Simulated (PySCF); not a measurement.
Te(Cl)(OSiH3) (ClH3OSiTe), SMILES [SiH3]O[Te]Cl.

Coordinates come from a B3LYP-D3(BJ)/def2-SVP optimisation. The structure was generated by enumeration, and PubChem lists no compound with its InChIKey, so it may never have been made. The def2 effective core potentials stand for the cores of Te; spin–orbit coupling is left out. The values are those of a single conformer.

The numbers are results of r2SCAN/def2-TZVP run with PySCF, not measurements.

The molecule is in vacuum.

Computed frontier levels, gap, dipole moment and polarisability:
```json
{
  "highest_occupied_level": "-5.63 eV",
  "lowest_empty_level": "-3.39 eV",
  "orbital_gap": "2.24 eV",
  "dipole_moment": "1.71 D",
  "quadrupole, principal values (traceless, Buckingham form, about the centre of nuclear charge)": "-5.09, -1.91, 7.00 D·Å",
  "mean_static_polarisability": "76.9 bohr³ (11.40 Å³)",
  "polarisability_principal_values": "57.4, 79.2, 94.2 bohr³"
}
```
